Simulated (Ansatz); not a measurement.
Reaction (cleavage of the Si–Si bond): `[SiH3][Si]1(Cl)C=C1` + `C=C(F)S` → `C=C(F)S[SiH3]` + `Cl[SiH]1C=C1`

Calculated with Ansatz (gas phase, PBE0-D4/def2-TZVP geometries, no zero-point term in ΔE). CCSD(T)/CBS is the MP2 limit (def2-TZVPP, def2-QZVPP) plus CCSD(T) − MP2 in def2-TZVPP, frozen cores. DFT in def2-TZVPP. One conformer a species, not always the lowest.

```json
{"level": "PBE", "ΔE (kJ/mol)": "-39.2"}
{"level": "PBE0", "ΔE (kJ/mol)": "-43.5"}
{"level": "MP2/def2-TZVPP", "ΔE (kJ/mol)": "-56.6"}
{"level": "CCSD(T)/def2-TZVPP", "ΔE (kJ/mol)": "-49.6"}
```

Question: What does CCSD(T)/CBS give? (Estimate.)

Answer: Ansatz gave: -51.5 kJ/mol. The listed levels differ from it by 12.3, 8.0, -5.1, 1.9 kJ/mol.

Largest T1 diagnostic among the species: 0.013.

From PBE to PBE0 (25 % exact exchange), in def2-TZVPP and without D4, ΔE moves by −4.3 kJ/mol.
